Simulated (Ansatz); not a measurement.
[SmCl6]3- (SmCl6³⁻). The state is a sextet with charge -3. Geometry PBE-D4/def2-SVP; atoms count from 1.

```xyz
7

Sm    0.000    0.000    0.000
Cl   -1.549   -1.575   -1.695
Cl    1.550    1.575    1.696
Cl    1.593    0.775   -2.175
Cl   -1.593   -0.774    2.175
Cl    1.690   -2.164    0.467
Cl   -1.690    2.164   -0.467
```

In the def2 sets Sm takes a core potential; there is no spin–orbit coupling. With an open 4f shell the SCF may have ended on a state above the lowest. A multiply charged anion in the gas phase is held together partly by the finite basis. The highest occupied level of the charge -3 sextet lies above zero (up to 3.17 eV). The electron is either unbound and held by the finite basis, or the level is raised by self-interaction error.

Estimate the Mulliken populations from the PBE0/def2-TZVP orbitals of Ansatz.


| atom | charge (e) | spin (α − β) | d electrons |
| --- | --- | --- | --- |
| Sm1 | 1.48 | 5.11 | 10.77 |
| Cl2 | -0.74 | -0.02 | – |
| Cl3 | -0.74 | -0.02 | – |
| Cl4 | -0.75 | -0.01 | – |
| Cl5 | -0.75 | -0.01 | – |
| Cl6 | -0.74 | -0.02 | – |
| Cl7 | -0.74 | -0.02 | – |
Mulliken values depend strongly on the basis.

Where does the spin sit?

Summed by element: Sm 5.11, Cl -0.11, of 5 unpaired in all. Largest on single atoms: Sm1 5.11, Cl6 -0.02, Cl2 -0.02.

And the Mayer bond orders between heavy atoms (over 0.3)?

Sm1–Cl2 0.48 (2.79 Å); Sm1–Cl3 0.48 (2.79 Å); Sm1–Cl4 0.46 (2.80 Å); Sm1–Cl5 0.46 (2.80 Å); Sm1–Cl6 0.48 (2.79 Å); Sm1–Cl7 0.48 (2.79 Å).
